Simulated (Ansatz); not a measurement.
An input meant for Si2O3 (charge 0, singlet; with a point charge).

```yaml
crystal:
  periodic: [false, false, false]
  atoms:
    - {symbol: Si, position_ang: [-4.021483, 3.732006, -0.823323]}
    - {symbol: Si, position_ang: [1.464570, -1.355486, 0.299564]}
    - {symbol: O, position_ang: [4.264093, 0.580229, 0.575066]}
    - {symbol: O, position_ang: [-0.169655, -4.353385, 0.261803]}
    - {symbol: O, position_ang: [-1.537526, 1.396636, -0.313131]}
basis:
  gaussian: {orbitals: cc-pVTZ-DK, point_charges: [{charge: 2.00, position_ang: [4.486, 0.366, -0.157]}]}
hamiltonian: {xc: {name: PBE0}}
output: {forces: true}
```

```sh
$ ansatz run in.yaml --threads 4 --pin off --events-out ev --progress --plain --max-ram 4787MiB
```

It prints (some lines left out):

```
Functional definition: PBE0
1071 factors; their error is unknown
mean field evaluation 1: about -21768.8615 eV, gradient 2.0e2 eV
mean field evaluation 2: about -20672.9638 eV, gradient 3.2e2 eV
mean field evaluation 4: about -21593.7545 eV, gradient 1.7e2 eV
mean field evaluation 8: about -21879.8421 eV, gradient 1.4e2 eV
mean field evaluation 16: about -21932.0165 eV, gradient 1.5e0 eV
mean field evaluation 32: about -21932.2334 eV, gradient 1.6e-4 eV
mean field evaluation 64: about -21932.1330 eV, gradient 2.9e0 eV
mean field evaluation 96: about -21932.2172 eV, gradient 8.0e-1 eV
mean field evaluation 128: about -21932.2158 eV, gradient 1.4e0 eV
mean field evaluation 160: about -21932.1067 eV, gradient 5.5e-1 eV
mean field -21932.23343206 eV, -805.9947124265 hartree, gradient 1.3e-8 eV, S^2 0.000000; 10 other end points of the search recorded, 0 dependent functions left out
reference -21932.23346741 eV, -805.9947137256 hartree; 26, 26 occupied and 132, 132 virtual orbitals, 1071 factors
Total energy: -21932.23346741 eV, -805.9947137256 hartree
Relativity: scalar
Atom 0 at    -4.021483     3.732006    -0.823323 Å, force     0.926170    -0.886057     0.221080 eV/Å
Atom 1 at     1.464570    -1.355486     0.299564 Å, force    -0.097606    -0.173627     0.237604 eV/Å
Atom 2 at     4.264093     0.580229     0.575066 Å, force     1.841783    -4.026814   -10.858306 eV/Å
Atom 3 at    -0.169655    -4.353385     0.261803 Å, force     0.429932     0.791214     0.004999 eV/Å
Atom 4 at    -1.537526     1.396636    -0.313131 Å, force    -0.761516     0.731541    -0.198895 eV/Å
Dipole moment:   -10.813708     1.652949    -0.900884 e Å
```

Task: What is wrong with this run?

Result: The geometry is stretched to more than twice its size. Self-consistency was reached. The result belongs to that input, not to the species as meant.
